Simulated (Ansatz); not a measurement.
Basis-set extrapolation for CH$_{7}$BFNSi (`B[Si](C)(N)F`) (PBE0-D4/def2-TZVP geometry, frozen core, Ansatz). Multiplicity 1, RHF reference.

```
                      def2-TZVPP   def2-QZVPP
                 HF  -509.641506  -509.661606
    MP2 correlation    -0.858519    -0.925767
CCSD(T) correlation    -0.935573      not run
```

Energies in hartree. Use E(X) = E(∞) + A·exp(−7.88·√X) for Hartree–Fock and E(X) = E(∞) + B·X^(−2.97) for correlation, with X = 3 and 4, and add CCSD(T) minus MP2 of the smaller set to the MP2 limit.

Question: What is the CCSD(T) energy at the basis-set limit?

Answer: HF limit: -509.661606 + (-0.020100) × 0.13774 = -509.66437. MP2 limit: -0.925767 + (-0.067248) × 0.74074 = -0.97558. Higher-order term: -0.935573 − (-0.858519) = -0.07705. Total: -510.71700 hartree, 87.8 kcal/mol below CCSD(T)/def2-TZVPP.
